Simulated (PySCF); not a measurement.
**NaAs at PBE**

Computed with PBE; Na 6-311G(d,p), As 6-311G(d,p); no relativity (PySCF 2.14).

* state: ³Σ⁻ (triplet), unpaired electrons π ↑↑
* bond length: 2.764 Å
* harmonic wavenumber: 222 cm⁻¹
* force constant: 0.511 mdyn/Å
* rotational constant Be: 0.1254 cm⁻¹
* anharmonicity ωexe: 1.04 cm⁻¹
* vibration–rotation constant αe: 0.000833 cm⁻¹
* well depth De to Na + As: 1.37 eV
* dissociation energy D0: 1.36 eV
* bond order (Mayer): 0.95
* dipole moment (positive dipole means Na(−)As(+)): -6.18 D

Spin–orbit coupling is left out. The state was picked by a PBE0 search and need not be the measured ground state.
